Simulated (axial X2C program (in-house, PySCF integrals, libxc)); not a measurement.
# Spin–orbit effects down a group: molecules with Cs, MP2

Computed with an in-house relativistic program for diatomic molecules, spin-free (one-electron X2C) or two-component (2c: spin–orbit coupling with atomic mean-field Coulomb and Gaunt terms, which also bring small scalar terms), in Dyall basis sets with cores contracted in-house; open shells are unrestricted.

Basis sets: Cs dyall-cv3z, H dyall-v3z, Li dyall-cv3z, Na dyall-cv3z. Frozen shells (counts by l): CsH Cs 4s3p2d, H none, 10 electrons correlated; LiCs Cs 4s3p2d, Li 1s, 10 electrons correlated; NaCs Cs 4s3p2d, Na 2s1p, 10 electrons correlated. Where the outer core of a metal is frozen, bonds come out longer and ionisation energies lower.

```tsv
molecule	spin-free state	Re (Å)	ωe (cm⁻¹)	De (eV)	2c state	Re 2c (Å)	ωe 2c (cm⁻¹)	De 2c (eV)
CsH	M_S = 0, Λ = 0	2.487	910.2	1.55	Ω = 0	2.486	911.0	1.55
LiCs	M_S = 0, Λ = 0	3.706	186.1	0.47	Ω = 0	3.705	186.2	0.47
NaCs	M_S = 0, Λ = 0	3.894	99.8	0.38	Ω = 0	3.894	99.9	0.38
```

Each entry is the lowest single determinant of a limited PBE0 search at one distance. De goes to single-determinant-based atoms at the same level (for ions the charge split of lowest energy) and is withheld (n/a) where an atom does not fit its ground term or J level. Main or longest-lived isotopes.
